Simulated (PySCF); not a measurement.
SbCl⁺: frontier orbitals

r²SCANh at R = 2.243 Å; PySCF, scalar-relativistic core potentials, basis sets Sb def2-TZVPPD with ECP28, Cl def2-TZVPPD. State: ²Π (doublet), unpaired electrons π ↑. Only the outer orbitals are listed, counted within each symmetry, core potentials removing the inner ones.

| spin | orbital | occ. | ε (eV) | on Sb (%) | main shells (%) |
| --- | --- | --- | --- | --- | --- |
| α | 7σ | 1 | -28.98 | 9 | 89 Cl s |
| α | 8σ | 1 | -21.79 | 78 | 78 Sb s, 12 Cl p, 9 Cl s |
| α | 9σ | 1 | -16.32 | 41 | 58 Cl p, 26 Sb p, 13 Sb s |
| α | 4π | 1 | -15.74 | 18 | 81 Cl p, 16 Sb p |
| α | 4π | 1 | -15.66 | 14 | 85 Cl p, 12 Sb p |
| α | 5π | 1 | -12.37 | 84 | 83 Sb p, 16 Cl p |
| α | 5π | 0 | -11.19 | 87 | 87 Sb p, 12 Cl p |
| α | 10σ | 0 | -7.76 | 82 | 72 Sb p, 20 Cl p |
| β | 7σ | 1 | -28.86 | 8 | 90 Cl s |
| β | 8σ | 1 | -20.97 | 73 | 73 Sb s, 17 Cl p, 9 Cl s |
| β | 9σ | 1 | -16.09 | 45 | 55 Cl p, 26 Sb p, 18 Sb s |
| β | 4π | 1 | -15.64 | 12 | 87 Cl p, 10 Sb p |
| β | 4π | 1 | -15.30 | 9 | 90 Cl p |
| β | 5π | 0 | -10.79 | 89 | 88 Sb p, 10 Cl p |
| β | 5π | 0 | -9.62 | 91 | 91 Sb p |
| β | 10σ | 0 | -7.29 | 81 | 70 Sb p, 20 Cl p |

Task: Which are the highest filled and the lowest empty level, where do they sit, and how wide is the gap?

Result: Highest filled α 5π at -12.37 eV (in %: 83 Sb p, 16 Cl p); lowest empty α 5π at -11.19 eV (in %: 87 Sb p, 12 Cl p); the gap at r²SCANh is 1.18 eV. Both belong to one degenerate shell, split only by its one-sided filling, so this is no excitation gap.

```
bond order (Mayer)                                                                                                 : 1.38
⟨S²⟩                                                                                                               : 0.756
charge on Sb (Mulliken, basis-dependent)                                                                           : 1.11
charge on Sb (Löwdin, basis-dependent)                                                                             : 0.99
dipole moment (positive dipole points towards Cl; it is taken about the centre of mass and depends on that origin) : -1.52 D
```

Spin–orbit coupling is left out. The state was picked by a PBE0 search and need not be the measured ground state.
